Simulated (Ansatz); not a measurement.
One change: `C#CBBC` becomes `CBBC`.

Ansatz, PBE0-D4/def2-TZVP geometries, multiplicity 1. Each molecule was computed in one conformer, which needn't be the lowest.

| property | `C#CBBC` |
| --- | --- |
| LUMO energy (B3LYP/def2-TZVPP) / eV | -2.23 |
| HOMO energy (B3LYP/def2-TZVPP) / eV | -7.21 |
| size of the dipole moment (ωB97M-V/def2-TZVPP) / D | 0.72 |
| LUMO energy (PBE0/def2-TZVPP) / eV | -2.05 |
| HOMO energy (PBE0/def2-TZVPP) / eV | -7.40 |
| HOMO–LUMO gap (ωB97M-V/def2-TZVPP) / eV | 9.53 |

Q: Give the same properties after the change, and the shifts. (Estimate.)

A: Computed: 
```json
{"property": "LUMO energy (B3LYP/def2-TZVPP) / eV", "`CBBC`": "-1.16", "shift": "1.07"}
{"property": "HOMO energy (B3LYP/def2-TZVPP) / eV", "`CBBC`": "-7.37", "shift": "-0.16"}
{"property": "size of the dipole moment (ωB97M-V/def2-TZVPP) / D", "`CBBC`": "0.73", "shift": "0.01"}
{"property": "LUMO energy (PBE0/def2-TZVPP) / eV", "`CBBC`": "-0.94", "shift": "1.11"}
{"property": "HOMO energy (PBE0/def2-TZVPP) / eV", "`CBBC`": "-7.52", "shift": "-0.12"}
{"property": "HOMO–LUMO gap (ωB97M-V/def2-TZVPP) / eV", "`CBBC`": "10.75", "shift": "1.22"}
```

With PBE0 the HOMO falls by 0.12 eV and the LUMO rises by 1.11 eV, so the gap widens by about 1.23 eV. PBE moves the HOMO by -0.01 eV and ωB97M-V by -0.20 eV. The zero-point energy changes by 44.9 kJ/mol with +3 modes. Dipoles are sizes alone; their direction can turn.

B3LYP here is the variant with VWN-RPA as its local correlation; programs differ in this.
